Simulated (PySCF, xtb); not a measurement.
Sb(Cl)(SiH3)2 (ClH₆SbSi₂), SMILES [SiH3][Sb]([Cl])[SiH3].

GFN2-xTB (xtb) at its own geometry gives an orbital gap of 3.07 eV and a dipole moment of 2.88 D.

Geometry: B3LYP-D3(BJ)/def2-SVP. The def2 effective core potentials stand for the cores of Sb; spin–orbit coupling is left out.

Problem. What does PBE0/def2-TZVP (PySCF) give? (Estimate from the structure and the level; the computed values follow.)

Solution. gap 5.06 eV (levels -7.22 and -2.15 eV), dipole 2.55 D.
